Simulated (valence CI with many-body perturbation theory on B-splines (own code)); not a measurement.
## In7+: E2, M1 decay

Method: relativistic CI+MBPT: six valence electrons over a frozen Dirac-Fock core [Kr], a basis of 7 s, 7 p, 8 d, 6 f, 4 g, 1 h functions for each j, with the one-electron correlation potential Σ1, the two-electron term Σ2, the three-electron term Σ3, Breit, model QED; selected CI, second order for the rest, scaled by the run's own slope (own B-spline code, finite nucleus).

No measured levels were compared; by estimate terms of the open shell hold to 2 to 4 % of their energy, and close levels can change places; different configurations can be misplaced against each other by 1,000 to 8,000 cm⁻¹. Among the levels kept, up to 740 cm⁻¹ of a level comes from second order outside the variational space, and about a tenth of that is noise between levels of different J, which matters for small intervals. Only levels of the ground parity were solved; by the run's estimate the other parity begins above the list, which can be wrong where configurations are misplaced.

Lines 51 to 100 of 113 in falling wavelength, among levels below 7.844 eV, chosen from the decays that carry over 1 % of a level's rate. Wavelengths and rates use the calculated energies, so an error of 2000 cm⁻¹ moves a line at 5917 Å by 12 % and its rate by three times that or more. Electric multipoles are in the length gauge, E1 and E2 with the static RPA response of the core. S is in atomic units (e²a₀⁴ for E2 and M2, e²a₀⁶ for E3), for M1 in squared Bohr magnetons. Weak lines are less certain than strong ones. Lines between different terms over intervals too small for the method are left out, as are lines whose strength nearly cancels. The highest levels of a list are the least certain.

Names give the largest LS component (configuration and term), which can be under half, so a name can repeat, a term be missing and a line seem to break the LS rules; names also repeat where a configuration has a term twice. Letters in brackets count levels of one name in rising energy.

| λ vac (Å) | Upper | Lower | Type | A (s⁻¹) | S (a.u.) |
| --- | --- | --- | --- | --- | --- |
| 5917 | 4d⁶ ³D_3 | 4d⁶ ³H_4 [a] | M1 | 2.00e+00 | 1.07e-01 |
| 5552 | 4d⁶ ³P_2 | 4d⁶ ⁵D_1 | M1 | 8.26e+00 | 2.62e-01 |
| 5309 | 4d⁶ ³H_4 [a] | 4d⁶ ⁵D_3 | M1 | 1.38e+00 | 6.90e-02 |
| 5055 | 4d⁶ ³P_1 [b] | 4d⁶ ³D_1 | M1 | 2.61e+00 | 3.74e-02 |
| 5013 | 4d⁶ ³P_0 [c] | 4d⁶ ³D_1 | M1 | 2.61e+01 | 1.22e-01 |
| 4988 | 4d⁶ ¹D_2 | 4d⁶ ³F_2 | M1 | 1.27e+01 | 2.92e-01 |
| 4821 | 4d⁶ ¹G_4 | 4d⁶ ³H_5 | M1 | 1.38e+01 | 5.15e-01 |
| 4730 | 4d⁶ ³P_2 | 4d⁶ ⁵D_3 | M1 | 4.05e+01 | 7.95e-01 |
| 4703 | 4d⁶ ¹D_2 | 4d⁶ ³F_3 | M1 | 1.44e+01 | 2.77e-01 |
| 4611 | 4d⁶ ¹F_3 | 4d⁶ ³H_4 [b] | M1 | 4.00e-01 | 1.02e-02 |
| 4570 | 4d⁶ ¹F_3 | 4d⁶ ³F_2 | M1 | 5.04e-01 | 1.25e-02 |
| 4376 | 4d⁶ ¹G_4 | 4d⁶ ³H_4 [a] | M1 | 4.86e-01 | 1.36e-02 |
| 4362 | 4d⁶ ³H_4 [a] | 4d⁶ ⁵D_4 | M1 | 1.48e+01 | 4.10e-01 |
| 4347 | 4d⁶ ³F_2 | 4d⁶ ⁵D_1 | M1 | 1.94e+00 | 2.95e-02 |
| 4330 | 4d⁶ ¹F_3 | 4d⁶ ³F_3 | M1 | 2.12e-01 | 4.47e-03 |
| 4283 | 4d⁶ ³F_3 | 4d⁶ ⁵D_2 | M1 | 3.04e+00 | 6.20e-02 |
| 4072 | 4d⁶ ³F_2 | 4d⁶ ⁵D_2 | M1 | 7.75e+00 | 9.70e-02 |
| 4043 | 4d⁶ ³H_6 | 4d⁶ ⁵D_4 | E2 | 8.83e-05 | 1.11e-03 |
| 4013 | 4d⁶ ³F_3 | 4d⁶ ⁵D_3 | M1 | 1.21e+01 | 2.03e-01 |
| 4001 | 4d⁶ ³P_1 [b] | 4d⁶ ³P_0 [a] | M1 | 1.71e+00 | 1.22e-02 |
| 3994 | 4d⁶ ³H_5 | 4d⁶ ⁵D_4 | M1 | 3.40e-01 | 8.83e-03 |
| 3993 | 4d⁶ ¹D_2 | 4d⁶ ³P_2 | M1 | 4.51e+00 | 5.33e-02 |
| 3955 | 4d⁶ ³P_1 [b] | 4d⁶ ³P_1 [a] | M1 | 2.35e+00 | 1.62e-02 |
| 3929 | 4d⁶ ³P_0 [c] | 4d⁶ ³P_1 [a] | M1 | 5.53e+01 | 1.24e-01 |
| 3827 | 4d⁶ ³F_2 | 4d⁶ ⁵D_3 | M1 | 3.37e+00 | 3.50e-02 |
| 3798 | 4d⁶ ³H_4 [b] | 4d⁶ ⁵D_3 | M1 | 2.38e+00 | 4.35e-02 |
| 3721 | 4d⁶ ¹F_3 | 4d⁶ ³P_2 | M1 | 6.68e-01 | 8.93e-03 |
| 3695 | 4d⁶ ¹F_3 | 4d⁶ ³H_5 | E2 | 1.46e-01 | 6.28e-01 |
| 3651 | 4d⁶ ³P_1 [a] | 4d⁶ ⁵D_0 | M1 | 1.58e+01 | 8.54e-02 |
| 3569 | 4d⁶ ³P_1 [a] | 4d⁶ ⁵D_1 | M1 | 2.60e+00 | 1.32e-02 |
| 3533 | 4d⁶ ³P_0 [a] | 4d⁶ ⁵D_1 | M1 | 5.22e+01 | 8.53e-02 |
| 3447 | 4d⁶ ³F_3 | 4d⁶ ⁵D_4 | M1 | 4.89e+00 | 5.20e-02 |
| 3427 | 4d⁶ ¹F_3 | 4d⁶ ³H_4 [a] | M1 | 4.80e+00 | 5.02e-02 |
| 3382 | 4d⁶ ³P_1 [a] | 4d⁶ ⁵D_2 | M1 | 1.58e+01 | 6.78e-02 |
| 3288 | 4d⁶ ³H_4 [b] | 4d⁶ ⁵D_4 | M1 | 1.73e+01 | 2.06e-01 |
| 3187 | 4d⁶ ³G_3 | 4d⁶ ⁵D_2 | M1 | 1.36e+00 | 1.14e-02 |
| 3172 | 4d⁶ ³D_2 | 4d⁶ ⁵D_1 | M1 | 1.00e+00 | 5.94e-03 |
| 3159 | 4d⁶ ³G_4 | 4d⁶ ⁵D_3 | M1 | 1.13e+00 | 1.19e-02 |
| 3040 | 4d⁶ ³D_1 | 4d⁶ ⁵D_0 | M1 | 6.95e-01 | 2.17e-03 |
| 3035 | 4d⁶ ³G_3 | 4d⁶ ⁵D_3 | M1 | 4.88e+00 | 3.54e-02 |
| 3023 | 4d⁶ ³D_2 | 4d⁶ ⁵D_2 | M1 | 7.87e+00 | 4.03e-02 |
| 2983 | 4d⁶ ³D_1 | 4d⁶ ⁵D_1 | M1 | 1.03e+01 | 3.04e-02 |
| 2971 | 4d⁶ ³G_5 | 4d⁶ ⁵D_4 | M1 | 3.88e-01 | 4.15e-03 |
| 2927 | 4d⁶ ³D_3 | 4d⁶ ⁵D_2 | M1 | 7.61e-01 | 4.95e-03 |
| 2851 | 4d⁶ ³D_1 | 4d⁶ ⁵D_2 | M1 | 1.43e+01 | 3.68e-02 |
| 2834 | 4d⁶ ³P_1 [b] | 4d⁶ ³P_2 | M1 | 1.95e+01 | 4.93e-02 |
| 2834 | 4d⁶ ³P_1 [b] | 4d⁶ ³P_2 | E2 | 1.00e+00 | 4.91e-01 |
| 2820 | 4d⁶ ³P_0 [c] | 4d⁶ ³P_2 | E2 | 1.51e+00 | 2.40e-01 |
| 2798 | 4d⁶ ³D_3 | 4d⁶ ⁵D_3 | M1 | 6.99e+00 | 3.98e-02 |
| 2798 | 4d⁶ ³G_4 | 4d⁶ ⁵D_4 | M1 | 4.58e+00 | 3.35e-02 |
